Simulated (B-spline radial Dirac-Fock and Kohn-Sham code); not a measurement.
A summary of the ionisation energies of tin (Z = 50) against charge, from multi-electron Dirac-Fock with separately optimised hole states, Breit and Lamb-shift corrections added in first order and from the NIST table. The largest relative steps of the computed values, from charge +5 on, come at Sn¹⁴⁺ (36 electrons left, 281.5 to 382.6 eV); Sn²²⁺ (28 electrons left, 641.0 to 1131.1 eV); Sn⁴⁰⁺ (10 electrons left, 2761.6 to 6492.0 eV); Sn⁴⁸⁺ (2 electrons left, 8306.7 to 34254.7 eV). The median of |NIST − computed| / NIST over the 50 ions is 0.89 %.

```
charge  computed (eV)  NIST (eV)
     0           6.37   7.343918
     3          39.25      40.74
     6          115.5      112.9
     9          182.0        184
    12          255.5        258
    15          411.0        407
    18          499.4        506
    21          641.0     642.35
    24         1276.9       1269
    27         1507.5       1508
    30         1752.3       1763
    33         2169.2     2142.1
    36         2403.7       2443
    39         2761.6    2762.49
    42         6933.2       6859
    45         7617.6       7790
    48        34254.7   34257.15
```
